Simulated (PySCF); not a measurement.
Job file and geometry (Å, from GFN2-xTB) of an NMR shielding run on `FC(F)(F)P1CCC=C1[SiH3]`, C5H8F3PSi, GIAO PBE0/pcSseg-1 NMR shielding, non-relativistic, gas phase (PySCF); density fitting, a coarse starting grid and PySCF grid level 2 are the driver's defaults:

```
{"job": {"kind": "nmr", "xc": "PBE0", "basis": "pcSseg-1"}, "charge": 0, "multiplicity": 1}
F     -2.071150     2.273634    -0.892421
C     -0.864613     1.688322    -0.797825
F     -0.768199     0.860439    -1.852509
F      0.051123     2.650145    -0.984660
P     -0.659381     0.860138     0.900363
C     -1.760581    -0.603239     0.552152
C     -0.935155    -1.664032    -0.190800
C      0.506514    -1.288606    -0.077672
C      0.826687    -0.093368     0.414912
Si     2.558517     0.615909     0.658181
H     -2.088694    -0.980712     1.524250
H     -2.651600    -0.291226     0.003993
H     -1.202578    -1.698567    -1.250849
H     -1.111146    -2.659935     0.221495
H      1.250177    -1.991438    -0.424136
H      3.509451    -0.437045     0.297501
H      2.723550     1.795589    -0.187776
H      2.678320     0.970310     2.074145
```

Task: What does the program print?

Result: 
```
coarse grid: 16896 points
cycle   1  E = -1124.6483908872  dE =  1.390e+00  |g| = 8.955e-01  |ddm| = 3.974e+00
cycle   2  E = -1124.4810551456  dE =  1.673e-01  |g| = 1.363e+00  |ddm| = 1.246e+00
cycle   3  E = -1124.7924411543  dE = -3.114e-01  |g| = 5.673e-02  |ddm| = 8.215e-01
cycle   4  E = -1124.7928113017  dE = -3.701e-04  |g| = 4.399e-02  |ddm| = 1.223e-01
cycle   5  E = -1124.7932397474  dE = -4.284e-04  |g| = 1.526e-02  |ddm| = 5.079e-02
cycle   6  E = -1124.7932949175  dE = -5.517e-05  |g| = 3.862e-03  |ddm| = 1.718e-02
cycle   7  E = -1124.7932985229  dE = -3.605e-06  |g| = 8.141e-04  |ddm| = 4.425e-03
final grid: 157680 points
cycle   8  E = -1124.8712419698  dE = -5.007e-05  |g| = 9.348e-03  |ddm| = 3.712e-02
cycle   9  E = -1124.8712252233  dE =  1.675e-05  |g| = 1.292e-02  |ddm| = 1.874e-02
cycle  10  E = -1124.8712620654  dE = -3.684e-05  |g| = 7.485e-04  |ddm| = 1.134e-02
cycle  11  E = -1124.8712621410  dE = -7.567e-08  |g| = 4.874e-04  |ddm| = 1.196e-03
cycle  12  E = -1124.8712621962  dE = -5.515e-08  |g| = 1.209e-04  |ddm| = 4.845e-04
cycle  13  E = -1124.8712621992  dE = -2.982e-09  |g| = 3.378e-05  |ddm| = 1.282e-04
cycle  14  E = -1124.8712621994  dE = -2.306e-10  |g| = 7.106e-06  |ddm| = 3.805e-05
converged SCF energy = -1124.8712621994

GIAO shielding tensors (ppm)
atom      isotropic    diamagn.    paramagn.     s11        s22        s33       span
  0 F      248.002     472.244    -224.242    161.227    249.458    333.320    172.093
  1 C       43.326     248.501    -205.175     30.366     42.601     57.011     26.645
  2 F      252.332     478.191    -225.859    168.834    246.961    341.200    172.366
  3 F      241.373     474.624    -233.251    163.134    240.794    320.193    157.059
  4 P      300.321     966.162    -665.841    232.247    284.942    383.773    151.526
  5 C      160.915     254.580     -93.665    134.440    168.988    179.317     44.877
  6 C      143.159     249.280    -106.121    113.375    146.864    169.237     55.861
  7 C       15.898     253.175    -237.277    -94.113     20.800    121.007    215.120
  8 C       51.013     266.559    -215.546    -45.946     43.874    155.111    201.057
  9 Si     423.698     880.546    -456.848    395.126    414.859    461.111     65.985
 10 H       29.606      30.840      -1.234     23.350     27.730     37.738     14.389
 11 H       29.314      30.615      -1.300     25.185     27.675     35.084      9.899
 12 H       28.529      30.246      -1.717     24.909     26.486     34.194      9.285
 13 H       28.793      29.526      -0.733     23.465     26.999     35.915     12.450
 14 H       24.437      32.548      -8.111     22.404     23.827     27.081      4.678
 15 H       27.330      28.861      -1.532     23.562     25.929     32.498      8.936
 16 H       27.242      28.870      -1.628     23.084     27.165     31.475      8.391
 17 H       27.269      28.495      -1.226     23.670     25.698     32.438      8.768
```

Size and cost of the density-fitted run: 224 basis functions, 68 s wall time on 1 thread of an x86-64 server CPU, shared host.
